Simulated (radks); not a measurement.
Results of a calculation; reference values are marked as such.
Coulomb parameter of the 5d shell of the osmium ion Os2+ in the model configuration [Xe] 4f14 5d5 6s1, as a second difference U = [E(n + 0.5) + E(n - 0.5) - 2 E(n)] / (0.5)^2 with all orbitals relaxed. "Bare": the charge of the atom changes with n. "Screened": the 6s shell takes up the change at fixed total charge, which measures U(5d,5d) + U(6s,6s) - 2 U(5d,6s). Level of theory: scalar-relativistic Kohn-Sham, PBE, spin-unpolarised, spherical densities, point nucleus (a radial shooting solver on a logarithmic mesh with Libxc functionals).

case                   configuration  E - E(n) (eV)
start              [Xe] 4f14 5d5 6s1          0.000
bare +0.5        [Xe] 4f14 5d5.5 6s1        -11.170
bare -0.5        [Xe] 4f14 5d4.5 6s1         14.112
screened +0.5  [Xe] 4f14 5d5.5 6s0.5         -1.457
screened -0.5  [Xe] 4f14 5d4.5 6s1.5          1.730

U(bare) = 11.769 eV, U(screened by 6s) = 1.091 eV, against the Slater integral F0(5d,5d) = 14.914 eV with frozen orbitals.
